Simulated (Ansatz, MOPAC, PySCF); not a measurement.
Dimer: BH3O (SMILES BO) (first 5 atoms) with BH3O (SMILES BO); geometry from B3LYP-D3(BJ)/def2-TZVP, rigid monomers moved along the line of their centres of mass till O2···H10 is 3.36 Å.
(charge 0, multiplicity 1):
```xyz
10

B     -0.782     0.034    -0.560
O     -0.055     0.107     0.584
H     -1.925    -0.273    -0.442
H     -0.269     0.271    -1.611
H      0.869     0.357     0.467
B      1.101    -0.107     5.358
O     -0.130    -0.363     4.885
H      1.279    -0.187     6.535
H      1.992     0.193     4.607
H     -0.193    -0.277     3.919
```

Interaction energies are E(AB) − E(A) − E(B) at the monomers' geometry in the complex; basis-set methods are counterpoise corrected. Rows marked so take none.

Rows in 6-31G* carry no dispersion term and start afresh at each structure (6-31G* with six Cartesian d functions). The state reached by AM1 isn't checked.

Run with Ansatz (Gaussian orbitals); MOPAC for AM1 (differences of heats of formation); PySCF for 6-31G* rows, the dispersion terms. 

Problem. What is the computed interaction energy (AM1)?

Solution. -28 meV

Ansatz is a quantum-chemistry and plane-wave program.
